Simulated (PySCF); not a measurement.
## Computed beside measured shifts

System: C9H12O3S (measured compound), SMILES CCOS(=O)(=O)c1ccc(C)cc1.

Atom-mapped SMILES (hydrogens are numbered by the atom that bears them): [CH3:1][CH2:2][O:3][S:4](=[O:5])(=[O:6])[c:7]1[cH:8][cH:9][c:10]([CH3:11])[cH:12][cH:13]1

Computed with GIAO PBE0/pcSseg-2, gas phase, PySCF SCF with an in-house response code, fitting set def2-universal-JFIT up to Ne and JKFIT beyond, grid level 2, non-relativistic, on the PBE0-D3(BJ)/def2-SVP geometry.

One optimised conformer. Values are averaged over the atoms that symmetry or fast rotation interchanges, on this one geometry and without vibrational averaging. Shifts are the reference shielding less the shielding here, at the same level (13C, 1H against isolated TMS; 17O against isolated H2O; 33S against isolated CS2); nuclei without a reference have shieldings only.

**Question.** What shifts does this level give for C2, C1, H on 2, H on 1, and how do they compare with measurement?

**Answer.** 
```csv
atom,nucleus,computed / ppm,measured / ppm,computed less measured,measured against,medium of the measurement
C2,13C,65.6,66.9,-1.3,TMS,not stated per compound (mostly CDCl3 or CCl4)
C1,13C,16.2,14.7,1.5,TMS,not stated per compound (mostly CDCl3 or CCl4)
H on 2,1H,3.61,4.07,-0.46,TMS,not stated per compound (mostly CDCl3 or CCl4)
H on 1,1H,1.14,1.3,-0.16,TMS,not stated per compound (mostly CDCl3 or CCl4)
```

Measured values: Pretsch, Buehlmann, Badertscher, Structure Determination of Organic Compounds, 4th ed..
